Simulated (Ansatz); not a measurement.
Two isomers of C7H12: A = `CCC#CCCC`, B = `CCC1=CCCC1`.

Program: Ansatz. Geometries: PBE0-D4/def2-TZVP. ΔE: electronic, gas phase. CCSD(T)/CBS is the MP2 limit (def2-TZVPP, def2-QZVPP) plus CCSD(T) − MP2 in def2-TZVPP, frozen cores. DFT in def2-TZVPP. B3LYP here is the variant with VWN-RPA as its local correlation; programs differ in this. Each species was taken in one conformer, which may not be the lowest.

A:

```xyz
19

C    -2.234   -0.958   -1.731
C    -1.698    0.458   -1.924
C    -0.628    0.788   -0.996
C     0.253    1.039   -0.215
C     1.327    1.313    0.727
C     2.019    0.046    1.237
C     1.087   -0.873    2.004
H    -2.631   -1.087   -0.723
H    -3.033   -1.167   -2.445
H    -1.441   -1.695   -1.876
H    -2.512    1.181   -1.804
H    -1.334    0.579   -2.951
H     2.064    1.967    0.250
H     0.924    1.874    1.579
H     2.856    0.348    1.874
H     2.448   -0.487    0.383
H     0.249   -1.188    1.378
H     0.673   -0.369    2.883
H     1.609   -1.768    2.349
```

B:

Z-matrix (Å, degrees):
```
C
C 1 1.526
H 1 1.093 2 110.9
H 1 1.092 2 111.0 3 120.1
H 1 1.093 2 111.4 3 -120.0
C 2 1.490 1 113.2 3 59.7
H 2 1.098 1 108.7 3 -179.0
H 2 1.094 1 109.8 3 -62.7
C 6 1.507 2 122.2 1 59.4
C 6 1.331 2 127.1 1 -117.9
C 9 1.534 6 103.4 2 167.7
H 9 1.095 6 112.6 2 45.6
H 9 1.098 6 110.1 2 -72.8
C 10 1.499 6 112.6 2 177.7
H 10 1.085 6 124.2 2 0.2
H 11 1.091 9 113.1 6 146.5
H 11 1.093 9 109.1 6 -94.2
H 14 1.098 10 110.6 6 -105.0
H 14 1.094 10 113.3 6 135.8
```

(1) Which is lower in electronic energy at CCSD(T)/CBS, and by how much? (An estimate is asked.)

(2) Give E(B) − E(A) in kJ/mol with PBE0-D4, B3LYP, MP2/def2-TZVPP, CCSD(T)/def2-TZVPP, CCSD(T)/def2-SVP, B2PLYP, B3LYP-D4. (Estimate.)

Largest T1 diagnostic: 0.010.

Answers

(1) The calculation gave: B, by 112.1 kJ/mol.

(2) Ansatz gave: PBE0-D4 -128.4, B3LYP -94.6, MP2/def2-TZVPP -110.6, CCSD(T)/def2-TZVPP -113.4, CCSD(T)/def2-SVP -118.1, B2PLYP -99.1, B3LYP-D4 -105.3. None reverses the order clearly.

The D4 term adds −10.7 kJ/mol with B3LYP and −5.5 kJ/mol with PBE0; it sums over pairs of atoms, weighted by their polarisabilities, and B3LYP, whose exchange is more repulsive, gets the larger term. From PBE to PBE0 (25 % exact exchange), in def2-TZVPP and without D4, E(B) − E(A) moves by −10.4 kJ/mol.
